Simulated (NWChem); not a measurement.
Everything below was run with NWChem. System: H$_{2}$O$_{4}$W, charge 0, spin multiplicity 1, at a geometry optimised with PBE0/def2-SVP with def2 effective core potentials on W. The structure started from a generated list of species. Level: RHF/def2-TZVP with def2 effective core potentials on W.

Input file:

```
start mol
memory heap 200 mb stack 900 mb global 1100 mb
geometry units angstroms nocenter noautoz
  W      0.000000     0.000000     0.027481
  O     -1.367362    -0.135586     1.035778
  O      1.367362     0.135586     1.035778
  O     -0.165185     1.547834    -1.030055
  H      0.394417     2.330826    -1.062591
  O      0.165185    -1.547834    -1.030055
  H     -0.394417    -2.330826    -1.062591
  symmetry group C2
end
basis spherical
  * library def2-tzvp
end
ecp
  W library def2-ecp
end
scf
  rhf
  nopen 0
  maxiter 100
  thresh 1e-7
  semidirect memsize 60000000 filesize 0
end
task scf energy
```

Output (cleaned and shortened):

```
             Northwest Computational Chemistry Package (NWChem) 7.3.0
             --------------------------------------------------------

                                NWChem Input Module
                                -------------------

 Scaling coordinates for geometry "geometry" by  1.889725989
 (inverse scale =  0.529177249)

 Turning off AUTOSYM since
 SYMMETRY directive was detected!

                             Geometry "geometry" -> ""
                             -------------------------

 Output coordinates in angstroms (scale by  1.889725989 to convert to a.u.)

  No.       Tag          Charge          X              Y              Z
 ---- ---------------- ---------- -------------- -------------- --------------
    1 W                   74.0000     0.00000000     0.00000000     0.02748100
    2 O                    8.0000    -1.36736200    -0.13558600     1.03577800
    3 O                    8.0000     1.36736200     0.13558600     1.03577800
    4 O                    8.0000    -0.16518500     1.54783400    -1.03005500
    5 H                    1.0000     0.39441700     2.33082600    -1.06259100
    6 O                    8.0000     0.16518500    -1.54783400    -1.03005500
    7 H                    1.0000    -0.39441700    -2.33082600    -1.06259100

 Effective nuclear repulsion energy (a.u.)     816.1328594339

            Nuclear Dipole moment (a.u.)
            ----------------------------
        X                 Y               Z
 ---------------- ---------------- ----------------
     0.0000000000    -0.0000000000    -0.0000377945

      Symmetry information
      --------------------

 Group name             C2
 Group number              4
 Group order               2
 No. of unique centers     4

      Symmetry unique atoms

     1    2    4    5


 Summary of "ao basis" -> "" (spherical)
 ------------------------------------------------------------------------------
       Tag                 Description            Shells   Functions and Types
 ---------------- ------------------------------  ------  ---------------------
 *                         def2-tzvp                  on all atoms
[...]
 Vector   25  Occ=0.000000D+00  E= 6.679050D-02  Symmetry=a
              MO Center=  2.0D-13,  1.5D-12, -6.4D-01, r^2= 6.9D+00
   Bfn.  Coefficient  Atom+Function         Bfn.  Coefficient  Atom+Function
  ----- ------------  ---------------      ----- ------------  ---------------
     6      1.231902  1 W  s                107     -0.519603  4 O  s
   144     -0.519603  6 O  s                  5     -0.495559  1 W  s
   136      0.371881  5 H  s                173      0.371881  7 H  s
    18     -0.248826  1 W  pz                21      0.216343  1 W  d  0
    19     -0.167363  1 W  d -2

 Vector   26  Occ=0.000000D+00  E= 8.323734D-02  Symmetry=a
              MO Center= -5.6D-14, -2.5D-13,  7.0D-02, r^2= 3.5D+00
   Bfn.  Coefficient  Atom+Function         Bfn.  Coefficient  Atom+Function
  ----- ------------  ---------------      ----- ------------  ---------------
     6      0.775955  1 W  s                 21     -0.483500  1 W  d  0
    26     -0.337782  1 W  d  0             107     -0.227850  4 O  s
   144     -0.227850  6 O  s                  5     -0.209037  1 W  s
   116     -0.202774  4 O  pz               153     -0.202774  6 O  pz
    23     -0.186929  1 W  d  2              33     -0.165712  1 W  d  2

 Vector   27  Occ=0.000000D+00  E= 9.567595D-02  Symmetry=a
              MO Center=  5.3D-12,  2.5D-12,  6.6D-02, r^2= 2.5D+00
   Bfn.  Coefficient  Atom+Function         Bfn.  Coefficient  Atom+Function
  ----- ------------  ---------------      ----- ------------  ---------------
    19      0.570495  1 W  d -2               6      0.564256  1 W  s
    24      0.392867  1 W  d -2              53      0.227452  2 O  py
    84     -0.227452  3 O  py                18     -0.215485  1 W  pz
   136     -0.178698  5 H  s                173     -0.178698  7 H  s
    21      0.159762  1 W  d  0              47      0.156123  2 O  py

 center of mass
 --------------
 x =   0.00000000 y =  -0.00000000 z =   0.02341060

 moments of inertia (a.u.)
 ------------------
         567.147116927896           1.411800569326           0.000000000000
           1.411800569326         470.077117222323           0.000000000000
           0.000000000000           0.000000000000         532.719351921852

  Mulliken analysis of the total density
  --------------------------------------

    Atom       Charge   Shell Charges
 -----------   ------   -------------------------------------------------------
    1 W   14    11.92   0.02 -0.37  1.72  0.67  0.31 -0.02  2.34  3.12  0.74  0.16  1.66  1.23  0.10  0.24
    2 O    8     8.64   0.79  1.18  0.58  0.99  0.36  1.78  2.02  0.91  0.00  0.03  0.00
    3 O    8     8.64   0.79  1.18  0.58  0.99  0.36  1.78  2.02  0.91  0.00  0.03  0.00
    4 O    8     8.79   0.79  1.18  0.55  0.97  0.32  1.86  2.13  0.98  0.00  0.02  0.00
    5 H    1     0.61   0.24  0.30  0.02  0.05
    6 O    8     8.79   0.79  1.18  0.55  0.97  0.32  1.86  2.13  0.98  0.00  0.02  0.00
    7 H    1     0.61   0.24  0.30  0.02  0.05

       Multipole analysis of the density wrt the origin
       ------------------------------------------------

     L   x y z        total         open         nuclear
     -   - - -        -----         ----         -------
     0   0 0 0      0.000000      0.000000     48.000000

     1   1 0 0      0.000000      0.000000      0.000000
     1   0 1 0      0.000000      0.000000     -0.000000
     1   0 0 1     -1.295984      0.000000     -3.115931

     2   2 0 0    -38.895155      0.000000    109.498003
     2   1 1 0      3.637070      0.000000      2.550075
     2   1 0 1     -0.000000      0.000000     -0.000000
     2   0 2 0    -26.348569      0.000000    176.740108
     2   0 1 1      0.000000      0.000000      0.000000
     2   0 0 2    -37.835389      0.000000    130.023744

 Task  times  cpu:       16.9s     wall:       16.9s

 Total times  cpu:       17.0s     wall:       17.0s
```
